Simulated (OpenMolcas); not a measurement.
# Computed transition rates of Bi I

```yaml
Program: OpenMolcas
Method: "SS-CASPT2, IPEA 0.25 Eh, imaginary shift 0.1 Eh (closed shells correlated: 5d 6s)"
Basis: ANO-RCC-VTZP [8s7p5d3f2g]
Scalar_Hamiltonian: DKH2, point nucleus
Active_space: 3 electrons in 3 orbitals (6p)
State_averaging: 2S+1 = 4 odd, 1 root; 2S+1 = 2 odd, 8 roots
Spin-orbit_coupling: state interaction with AMFI integrals over the reference wave functions, term energies averaged over their components
```

Rates come from the transition moments of the reference wave functions (E1 and E2 in the length form). At fixed line strength A goes as λ^-3 for E1 and M1 and as λ^-5 for E2, so a rate at the computed wavelength can be rescaled to the measured one. Measured vacuum wavelengths follow from level energies in NIST Handbook of Basic Atomic Spectroscopic Data. Branching counts decays inside the model space alone, at computed energies, and the table is only a selection of the E2 and M1 lines, drawn from those between levels with measured partners whose computed energy lies within a factor of 1.5 of the measured one.

| Upper | Lower | Type | λ computed (nm) | λ measured (nm) | A computed (s-1) | A rescaled (s-1) | Branching % |
| --- | --- | --- | --- | --- | --- | --- | --- |
| 6s² 6p³ ²P°_1/2 | 6s² 6p³ ⁴S°_3/2 [69 %] | M1 | 460.9 | 461.7 | 3.97e+01 |  | 83.3 |
| 6s² 6p³ ²D°_3/2 [66 %] | 6s² 6p³ ⁴S°_3/2 [69 %] | M1 | 928.5 | 875.7 | 2.00e+01 |  | 99.2 |
| 6s² 6p³ ²P°_1/2 | 6s² 6p³ ⁴S°_3/2 [69 %] | E2 | 460.9 | 461.7 | 4.23e+00 |  | 8.9 |
| 6s² 6p³ ²D°_5/2 | 6s² 6p³ ⁴S°_3/2 [69 %] | M1 | 680.4 | 647.8 | 3.13e+00 |  | 67.0 |
| 6s² 6p³ ²P°_1/2 | 6s² 6p³ ²D°_3/2 [66 %] | M1 | 915.1 | 976.4 | 2.62e+00 |  | 5.5 |
| 6s² 6p³ ²D°_5/2 | 6s² 6p³ ⁴S°_3/2 [69 %] | E2 | 680.4 | 647.8 | 1.11e+00 |  | 23.7 |
| 6s² 6p³ ²P°_1/2 | 6s² 6p³ ²D°_3/2 [66 %] | E2 | 915.1 | 976.4 | 9.93e-01 | 7.18e-01 | 2.1 |
| 6s² 6p³ ²D°_5/2 | 6s² 6p³ ²D°_3/2 [66 %] | M1 | 2546 | 2489 | 4.33e-01 | 4.63e-01 | 9.3 |
| 6s² 6p³ ²D°_3/2 [66 %] | 6s² 6p³ ⁴S°_3/2 [69 %] | E2 | 928.5 | 875.7 | 1.59e-01 |  | 0.8 |

Spin-changing lines and M1 lines between different terms are not rescaled, since their strength hangs on the term gaps too.

The largest correction is for 6s² 6p³ ²P°_1/2 → 6s² 6p³ ²D°_3/2 [66 %] (E2): 9.93e-01 × (915.1 / 976.4)^5 = 7.18e-01 s-1, a factor of 0.72.

No measured rate stands beside these. Rescaling mends the energy factor alone: line strengths can still be far off where a level mixes with configurations outside the active space, and weak or spin-changing lines hang on small mixing coefficients that depend on the term gaps too, so rescaling need not improve them.

CASPT2 breaks the degeneracy within a term, and the mean is taken; among the terms shown or strongly mixed into the levels shown the widest spread is 240 cm-1 (6s² 6p³ ²D°). Spin-orbit splittings of 6p shells tend to come out small when the coupling is added on scalar orbitals. With the s shell closed, the reference lacks s² → p² mixing. Measured partners are found by configuration, term and J. A level has none where our copy of the source lacks it or the pairing is in doubt (some pairs that miss far off the trend of their configuration count as doubtful). Only configurations of the active space appear.

A share in square brackets marks a mixed level and gives the weight of the term that names it. ° marks odd parity.
